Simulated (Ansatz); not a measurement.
How basis sets differ on BCl2F (dichlorofluoroborane)

BCl2F, singlet, SMILES `FB(Cl)Cl`. Each level relaxes the structure for itself.

Quantity: the zero-point energy at each level's own minimum, in kJ/mol. The values are calculated.

```json
{"level": "HF/STO-3G", "kind": "Hartree–Fock", "program": "Ansatz", "value (kJ/mol)": "27.7"}
{"level": "HF/3-21G", "kind": "Hartree–Fock", "program": "Ansatz", "value (kJ/mol)": "25.0"}
{"level": "HF/def2-SVP", "kind": "Hartree–Fock", "program": "Ansatz", "value (kJ/mol)": "25.7"}
{"level": "HF/6-31G* (Cartesian functions)", "kind": "Hartree–Fock", "program": "Ansatz", "value (kJ/mol)": "25.8"}
```

Harmonic and unscaled. The values span 25.0 to 27.7 kJ/mol.
